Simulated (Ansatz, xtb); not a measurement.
Relaxing a trial structure of CHF3OSi

The starting geometry of this gas-phase singlet was built from a drawn formula by distance geometry and a force field; its bonds are those of `F/C=[O+]/[Si-](F)F`.

```xyz
7

C    -0.8019    1.0490    1.5733
F    -0.5136    0.2348    2.5779
F    -2.2148    1.8194   -0.7108
F    -0.5171    3.5021    0.1330
O    -1.7425    1.8930    1.8110
Si   -2.0015    2.8872    0.4605
H    -0.1928    0.8781    0.6184
```

Question: Predict what it relaxes into with r2SCAN-D4/def2-SVP.

Answer: It loosens into CHFO + F2Si, which stay close as a complex. Contacts that open: O5–Si6 (1.70 → 2.35 Å).

The energy falls by 1.83 eV over 15 steps:

```tsv
step	E − E(last) (eV)
1	1.832
3	0.488
4	0.142
6	0.043
7	0.010
9	0.004
10	0.003
12	0.000
13	0.000
15	0.000
```

Final geometry (Å):

```csv
atom,x (Å),y (Å),z (Å)
C,-0.8077,1.0028,1.6678
F,-0.3845,0.0941,2.5178
F,-2.1779,1.8115,-0.7114
F,-0.5089,3.4120,0.1612
O,-1.6915,1.7597,1.9518
Si,-2.1513,3.2122,0.1684
H,-0.2624,0.9712,0.7078
```

From the same start GFN2-xTB reaches the same bonding as this run.

No frequencies were run, so the end isn't proven a minimum. Run with Ansatz 0.2.0, 2.3 min on 1 thread of AMD EPYC (Zen 3), with other jobs on the host.
